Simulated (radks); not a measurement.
Problem. These are the eigenvalues of the occupied orbitals of an atom or ion with whole-number occupations (eV). Method: Dirac Kohn-Sham, BLYP, spin-unpolarised, spherical densities, finite nucleus; Fermi nuclear charge, rms radius of each element as measured or else 0.836 A^(1/3) + 0.57 fm; computed with a radial shooting solver on a logarithmic mesh with Libxc functionals.

1s1/2: -21299.14

Which element is it, and in what charge state? The configuration may be excited. Open shells, if any, fill j = l - 1/2 first.

Solution. Z = 40, zirconium, charge +38: Zr38+ in [He]. The 1s level, -782.73 hartree, gives Z - s = 39.6 by -(Z - s)^2/2, which with screening and relativity narrows Z to a few neighbours, and the depths must fix Z and the occupations together.
